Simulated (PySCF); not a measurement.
Spectrum to structure. Method: TDDFT CAM-B3LYP/def2-SVPD, vertical, gas phase, core orbitals frozen in the response (PySCF 2.14.0, density-fitted response routines). Geometries: PBE0-D3(BJ)/def2-SVP, one conformer each. Relativistic effects are left out although some hold elements past zinc.

| state | ν̃ (cm⁻¹) | f | main configurations (H = HOMO, L = LUMO) |
| --- | --- | --- | --- |
| S1 | 58330 | 0.024 | H→L (62%), H→L+2 (14%), H→L+1 (13%) |
| S2 | 63270 | 0.0040 | H→L+2 (44%), H→L (24%), H→L+4 (21%) |
| S3 | 65130 | 0.050 | H-1→L (84%) |
| S4 | 66050 | 0.012 | H→L+1 (64%), H→L+3 (16%) |
| S5 | 67130 | 0.0083 | H→L+2 (24%), H→L+3 (24%), H→L+4 (22%) |
| S6 | 67190 | 0.0002 | H-1→L+2 (62%), H-1→L+3 (9%), H-1→L+4 (8%) |
| S7 | 68950 | 0.014 | H→L+3 (34%), H-1→L+1 (15%), H→L+4 (12%) |
| S8 | 70070 | 0.055 | H-1→L+1 (28%), H-1→L+4 (14%), H→L+3 (11%) |
| S9 | 70990 | 0.075 | H→L+5 (50%), H-1→L+1 (10%) |
| S10 | 71140 | 0.030 | H-2→L (43%), H→L+5 (11%), H-2→L+3 (8%) |

Triplets computed (Tamm–Dancoff): 7.01, 7.52, 7.64, 7.89 eV.

Question: Which structure fits?
A. `F[C@@H]1C[C@@]21C=C(C)C=C2`
B. `CC[O][GeH2][C](F)(F)F`
C. `CC[C@@H](C)CC(F)F`
D. `CO[CH2][GeH2][C](F)(F)F`

Answer: D. Its S1 lies at 7.23 eV; the nearest of the others has S1 at 6.85 eV. S1 is HOMO→LUMO (62%), HOMO→LUMO+2 (14%), HOMO→LUMO+1 (13%). Löwdin shares by element: HOMO oxygen 58%, carbon 21% or more, hydrogen 5% or more (atoms not listed hold the other 16%); LUMO germanium 36%, hydrogen 18% or more, carbon 11% or more (atoms not listed hold the other 35%). At the same level the other candidates give, for their lowest levels:
- `CC1=C[C@@]2(C=C1)C[C@H]2F`: 4.82 eV (f 0.055); 6.10 eV (f 0.199); 6.25 eV (f 0.005); 6.71 eV (f 0.006); 7.07 eV (f 0.044); T1 3.01 eV; HOMO -7.51, LUMO 0.33 eV
- `CC[C@@H](C)CC(F)F`: 8.90 eV (f 0.002); 9.02 eV (f 0.007); 9.19 eV (f 0.008); 9.32 eV (f 0.016); 9.55 eV (f 0.025); T1 8.68 eV; HOMO -10.48, LUMO 1.24 eV
- `CC[O][GeH2][C](F)(F)F`: 6.85 eV (f 0.000); 7.74 eV (f 0.018); 7.79 eV (f 0.043); 7.97 eV (f 0.027); 8.36 eV (f 0.006); T1 6.45 eV; HOMO -9.58, LUMO 0.76 eV

Shape of the structure used: `[CH3:1][O:2][CH2:3][GeH2:4][C:5]([F:6])([F:7])[F:8]`: C1–O2–C3–Ge4 -176°, O2–C3–Ge4–C5 62°, C3–Ge4–C5–F6 -70°.

Without π bonds the low states are Rydberg-like; a valence basis with one diffuse set may place them up to an eV too high.
